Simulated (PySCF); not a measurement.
ClH2Si, SMILES [SiH2]Cl, multiplicity 2.

Coordinates come from a B3LYP-D3(BJ)/def2-TZVP optimisation. The isomer is the one that the SMILES or the coordinates give; other isomers of the formula were not compared.

Two levels are set side by side: PBE/def2-TZVPD (PySCF) and B3LYP/def2-TZVPD (PySCF). Same geometry, gas phase. Differences are taken from unrounded values.

```tsv
quantity	B3LYP	PBE	PBE minus B3LYP
α-spin orbital gap (eV)	5.66	4.13	-1.53
β-spin orbital gap (eV)	5.57	3.98	-1.59
dipole moment (D)	1.20	1.08	-0.12
mean polarisability (bohr³)	46.1	47.3	1.2
```

Rough cost on one machine, each run with all the roots and properties that it gave: B3LYP against PBE within a factor of 2.
